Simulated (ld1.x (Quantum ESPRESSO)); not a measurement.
## B, RRKJ: configuration errors across variants

boron (B), norm-conserving RRKJ (Kleinman–Bylander form), made with ld1.x (Quantum ESPRESSO) 7.5 (LDA (PZ), scalar-relativistic). Core [He], reference 2s2 2p1. Waves: 2p (bound): rc 3.25 bohr; 3d channel at 0.05 Ry: rc 2.60 bohr; 2s (bound): rc 1.20 bohr. Local part: the s channel. Core correction: a·sin(br)/r model core inside 0.70 bohr.

All-electron excitation energies from the reference (eV): (1) 2s2 2p0 8.327; (2) 2s1 2p0 33.631; (3) 2s2 2p0.5 2.943; (4) 2s2 2p1.3 -0.772; (5) 2s1 2p2 5.686; (6) 2s1 2p1 14.283; (7) 2s0 2p3 11.401; (8) 2s2 2p1 spin -0.235; (9) 2s1 2p0 spin 32.903.

Spin tests fill each open shell by Hund’s rule, majority spin first.

The overlap operator is not positive definite (basis up to 400 Ry) in “type ultrasoft; waves now 2s (bound): rcut 1.05, rcutus 1.20 bohr; 2s channel at 1.15 Ry: rcut 1.05, rcutus 1.20 bohr; 2p (bound): rcut 2.85, rcutus 3.25 bohr; 2p channel at 0.05 Ry: rcut 2.85, rcutus 3.25 bohr; 3d channel at 0.05 Ry: rcut 2.25, rcutus 2.60 bohr; 3d channel at 1.2 Ry: rcut 2.25, rcutus 2.60 bohr; local potential all-electron potential smoothed inside 3.20 bohr (lloc = -1); augmentation PSQ, radius 1.05 bohr”. Such files are unfit for use, however small their errors in these radial tests.

1 further variants failed, have other tests or another functional or relativity, and are left out.

Errors AE − PS in meV (a dash: test not solved or not reliable):

| change | (1) | (2) | (3) | (4) | (5) | (6) | (7) | (8) | (9) | bound ghosts |
| --- | --- | --- | --- | --- | --- | --- | --- | --- | --- | --- |
| base | +154 | +453 | +23 | +2.4 | -28 | -73 | -109 | +2.5 | +450 | none |
| local potential the p channel | +106 | +339 | +13 | +0.1 | -19 | -76 | -72 | +3.9 | +333 | none |
| type ultrasoft; waves now 2s (bound): rcut 1.05, rcutus 1.20 bohr; 2s channel at 1.15 Ry: rcut 1.05, rcutus 1.20 bohr; 2p (bound): rcut 2.85, rcutus 3.25 bohr; 2p channel at 0.05 Ry: rcut 2.85, rcutus 3.25 bohr; 3d channel at 0.05 Ry: rcut 2.25, rcutus 2.60 bohr; 3d channel at 1.2 Ry: rcut 2.25, rcutus 2.60 bohr; local potential all-electron potential smoothed inside 3.20 bohr (lloc = -1); augmentation PSQ, radius 1.05 bohr | -0.1 | +5.9 | -0.3 | 0.0 | +5.6 | +0.3 | +23 | +1.8 | +5.1 | not determined (overlap not positive) |
| wave 3d channel at 0.05 Ry: rc 2.60 bohr becomes 3d channel at 0.05 Ry: rc 3.70 bohr | +154 | +453 | +23 | +2.4 | -28 | -73 | -109 | +2.5 | +450 | none |
| wave 3d channel at 0.05 Ry: rc 2.60 bohr becomes 3d channel at 0.72 Ry: rc 2.60 bohr | +154 | +453 | +23 | +2.4 | -28 | -73 | -109 | +2.5 | +450 | none |
| core correction a·sin(br)/r model core inside 0.58 bohr | +153 | +453 | +23 | +2.4 | -28 | -73 | -109 | +2.3 | +447 | none |
| all radii but the core radius scaled by about 1.40 (s 1.68, p 4.54, d 3.64 bohr) | +469 | +1300 | +81 | +11 | -127 | -180 | -511 | -11 | +1283 | none |
| wave 2p (bound): rc 3.25 bohr becomes 2p (bound): rc 4.44 bohr | +434 | +1208 | +74 | +10 | -110 | -167 | -437 | -9.6 | +1199 | none |
| wave 3d channel at 0.05 Ry: rc 2.60 bohr becomes 3d channel at 0.05 Ry: rc 3.38 bohr | +154 | +453 | +23 | +2.4 | -28 | -73 | -109 | +2.5 | +450 | none |

Task: Give the same row for: wave 2s (bound): rc 1.20 bohr becomes 2s (bound): rc 1.12 bohr.

Result: +154, +454, +23, +2.4, -28, -73, -110, +2.5, +449; bound ghosts: none.
